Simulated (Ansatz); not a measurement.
`[OH][SnH2][CH2][SiH3]` + H₂O → `O[CH2][SnH2][OH]` + SiH₄  (formal hydrolysis of a C–Si bond)

Isolated molecules relaxed with PBE0-D4/def2-TZVP in Ansatz; ΔE leaves out vibrations. CCSD(T)/CBS adds triple-zeta CCSD(T) − MP2 to the extrapolated MP2 energy (def2 sets, frozen cores). This one scheme is used for every species. DFT in def2-TZVPP. def2 core potentials past Kr. For Sn outer-core shells are correlated without core-valence functions, which leaves a few kJ/mol of doubt a bond. One conformer a species, not always the lowest.

CCSD(T)/CBS gives +1.29 eV.

Problem. Another level gave +1.22 eV. Which?
A. MP2/def2-TZVPP
B. PBE0/def2-TZVPP
C. HF/def2-TZVPP
D. CCSD(T)/def2-TZVPP

Solution. D. CCSD(T)/def2-TZVPP 1.22, PBE0 1.16, HF/def2-TZVPP 1.02, MP2/def2-TZVPP 1.33 eV.

Largest T1 diagnostic among the species: 0.013.

In def2-TZVPP, CCSD(T) changes the Hartree–Fock value by +0.21 eV (the triples alone add +0.03 eV) and MP2 by +0.32 eV. From PBE to PBE0 (25 % exact exchange), in def2-TZVPP and without D4, ΔE moves by +0.05 eV.
